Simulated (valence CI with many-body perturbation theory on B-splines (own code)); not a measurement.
# Which ion has this spectrum?

A relativistic CI+MBPT calculation for an atom or ion with 15 electrons gives these levels (cm⁻¹):

```
  J  Parity        E     g
3/2     odd        0  1.53
3/2     odd   176887  1.34
5/2     odd   222944  1.20
1/2     odd   282254  0.66
3/2     odd   459081  1.26
5/2    even   763037  1.53
3/2    even   846190  1.23
1/2    even   879228  2.43
3/2    even   928382  1.04
5/2    even   990345  1.16
3/2    even   997224  1.06
5/2    even  1032765  1.25
3/2    even  1055919  1.05
1/2    even  1065212  0.60
```

The energies are calculated, and their last digits are not significant.

(1) Which is it?
A. Zr25+
B. Tc28+
C. Rh30+
D. Ru29+

## Answers

(1) B. Tc28+, ground level (3s^2 3p1/2^2 3p3/2) J=3/2.
